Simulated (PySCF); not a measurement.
A calculated (HSE06, PySCF 2.14, aug-cc-pwCVTZ-DK3, the spin-free X2C one-electron Hamiltonian (Gaussian nucleus)) atom or ion has these occupied shells.

| shell | electrons | orbital energy (eV) | rms radius, mean of both spins (bohr) |
| --- | --- | --- | --- |
| 1s α | 1 | -31685.0 | 0.0319 |
| 1s β | 1 | -31684.9 | 0.0319 |
| 2s α | 1 | -4900.8 | 0.130 |
| 2s β | 1 | -4900.7 | 0.130 |
| 2p α | 3 | -4402.9 | 0.115 |
| 2p β | 3 | -4402.8 | 0.115 |
| 3s α | 1 | -1001.6 | 0.344 |
| 3s β | 1 | -1001.5 | 0.344 |
| 3p α | 3 | -838.25 | 0.344 |
| 3p β | 3 | -838.14 | 0.344 |
| 3d α | 5 | -589.90 | 0.323 |
| 3d β | 5 | -589.83 | 0.323 |
| 4s α | 1 | -190.89 | 0.813 |
| 4s β | 1 | -190.66 | 0.813 |
| 4p α | 3 | -139.54 | 0.877 |
| 4p β | 3 | -139.29 | 0.877 |
| 4d α | 5 | -63.799 | 1.05 |
| 4d β | 5 | -63.511 | 1.05 |
| 5s α | 1 | -34.671 | 2.10 |
| 5s β | 1 | -32.440 | 2.10 |
| 5p α | 2 | -23.824 | 2.48 |

Name the element and its charge.

Te(2+) (tellurium, charge +2), in [Kr] 4d10 5s2 5p2, high-spin 3P determinant.
